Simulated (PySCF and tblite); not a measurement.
Values are calculated unless marked as measured or tabulated.
3 regioisomers of C9H16:

```csv
isomer,SMILES
A,[CH3:1][CH2:2][C@@H:3]1[CH2:4][CH2:5][C:6]2([CH2:7][CH2:8]2)[CH2:9]1
B,[CH3:1][CH2:2][C@@H:3]1[CH2:4][C:5]12[CH2:6][CH2:7][CH2:8][CH2:9]2
C,[CH3:1][CH2:2][C@@H:3]1[CH2:4][CH2:5][CH2:6][C:7]12[CH2:8][CH2:9]2
```

Each isomer is a Boltzmann average at 298.15 K over at most 3 conformers: GFN2-xTB geometries, energies B3LYP/def2-SVP (IEF-PCM, benzene) (D3(BJ) added where defined), GFN2-xTB thermal terms. Programs: PySCF with density fitting and tblite.

Rank the isomers by free energy at 298.15 K.


```csv
isomer,ΔG (kcal/mol),"ΔE, lowest conformer",conformers,largest weight %,rms dipole (D)
B,0.0,0.0,2,54,0.20
A,0.6,0.7,3,48,0.29
C,1.3,1.0,3,49,0.20
```

ΔG is for one enantiomer.

The conformer set may be incomplete (the search or the number kept was capped).
